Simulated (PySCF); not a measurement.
Ligands exchanged one at a time, Ga Br-SiH3. All species are isolated molecules in the gas phase. Strings in code marks are SMILES.

Method: M06-2X/def2-TZVP // B3LYP-D3(BJ)/def2-TZVP run with PySCF 2.14.0. 

```csv
species,LUMO (eV),HOMO–LUMO gap (eV)
0 of 3 Br replaced by SiH3 (`[Br][Ga]([Br])[Br]`),-1.45,(withheld)
1 of 3 Br replaced by SiH3 (`[SiH3][Ga]([Br])[Br]`),-1.57,7.55
2 of 3 Br replaced by SiH3,(withheld),6.37
3 of 3 Br replaced by SiH3 (`[SiH3][Ga]([SiH3])[SiH3]`),-1.96,6.14
```

Question: Complete the blanks.

Answer: 
- 0 of 3 Br replaced by SiH3 (`[Br][Ga]([Br])[Br]`), HOMO–LUMO gap (eV): 8.48
- 2 of 3 Br replaced by SiH3, LUMO (eV): -1.80
